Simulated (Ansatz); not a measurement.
Born–Oppenheimer molecular dynamics of a periodic cell of 32 atoms, BH₁₁C₂₀ (surface C(100)-2x1, underside capped with H, adsorbate BH3). It goes on from the last frame of an earlier run, with new velocities.

Theory: Ansatz, DFT LDA, scalar-relativistic, plane waves, PAW. Settings: PAW set soft_1, cutoff 420 eV, k mesh 2x2x1, fermi-dirac smearing 0.02 eV, no spin polarisation.

```json
{"ensemble": "NVT, Nosé–Hoover chain", "time step": "0.5 fs", "steps asked": "200", "set temperature": "450 K", "thermostat": "time constant 3 fs, chain length 1", "atoms held": "1 to 16", "seed": "82962"}
```

First frame:

```xyz
32
Lattice="5.0487 0.0000 0.0000 0.0000 5.0487 0.0000 0.0000 0.0000 15.1647" Properties=species:S:1:pos:R:3
H 2.160 0.000 1.000
H 0.365 0.000 1.000
H 4.684 0.000 1.000
H 2.889 0.000 1.000
H 2.160 2.524 1.000
H 0.365 2.524 1.000
H 4.684 2.524 1.000
H 2.889 2.524 1.000
C 1.262 0.000 1.635
C 3.787 0.000 1.635
C 1.262 2.524 1.635
C 3.787 2.524 1.635
C 1.262 1.262 2.527
C 3.787 1.262 2.527
C 1.262 3.787 2.527
C 3.787 3.787 2.527
C 0.023 1.221 3.306
C 2.552 1.278 3.375
C -0.003 3.794 3.435
C 2.547 3.837 3.514
C -0.040 0.038 4.252
C 2.522 0.103 4.326
C 0.019 2.494 4.267
C 2.535 2.455 4.471
C 1.221 0.351 5.069
C 3.804 0.426 5.089
C 1.185 2.045 5.206
C 3.921 2.049 5.170
B 0.043 2.656 6.178
H 0.041 3.765 6.810
H -1.118 -0.019 6.098
H 1.134 -0.064 6.042
```

Task: What does the run give?

Result: All steps were run.

* steps done: 200
* time covered: 100 fs
* mean temperature over the second half: 447 K
* spread of the potential energy over the second half: 6.1 meV per atom
* mean potential energy of the second half above the start: 3.3 meV per atom

The conserved energy stayed within 0.062 meV per atom of its start (net change 0.036 meV per atom), so the integration is sound. A run of 0.1 ps of so small a system gives no equilibrium averages. Limits of this set-up: coarse k mesh, thin slab, slab without dipole correction, PAW files made for another functional.

Task: What happens to the structure?

Result: Mean squared displacements from the first frame to the last: H 0.02 Å², C 0.01 Å², B 0.02 Å². This is one draw of velocities; another would differ in detail.

Task: How do temperature and energy run in time?

Result: 
| time (fs) | T (K) | potential energy less start (eV) | conserved less start (meV/atom) |
| --- | --- | --- | --- |
| 0.0 | 450 | 0.000 | 0.00 |
| 5.0 | 396 | 0.247 | 0.01 |
| 10.0 | 640 | 0.257 | -0.01 |
| 15.0 | 397 | 0.232 | 0.00 |
| 20.0 | 417 | 0.084 | 0.01 |
| 25.0 | 449 | 0.129 | 0.02 |
| 30.0 | 457 | 0.170 | 0.01 |
| 35.0 | 469 | 0.147 | 0.02 |
| 40.0 | 404 | 0.124 | 0.02 |
| 45.0 | 443 | 0.064 | 0.03 |
| 50.0 | 389 | 0.173 | 0.02 |
| 55.0 | 566 | 0.094 | -0.02 |
| 60.0 | 405 | 0.140 | -0.01 |
| 65.0 | 561 | -0.127 | -0.01 |
| 70.0 | 355 | -0.246 | -0.02 |
| 75.0 | 375 | -0.112 | -0.01 |
| 80.0 | 621 | 0.081 | 0.00 |
| 85.0 | 331 | 0.277 | 0.01 |
| 90.0 | 553 | 0.166 | 0.02 |
| 95.0 | 324 | 0.403 | 0.03 |
| 100.0 | 535 | 0.399 | 0.04 |

Run time: 8.3 min on 1 thread of Arm Neoverse V2, with other jobs on the host, peak memory 0.57 GiB.
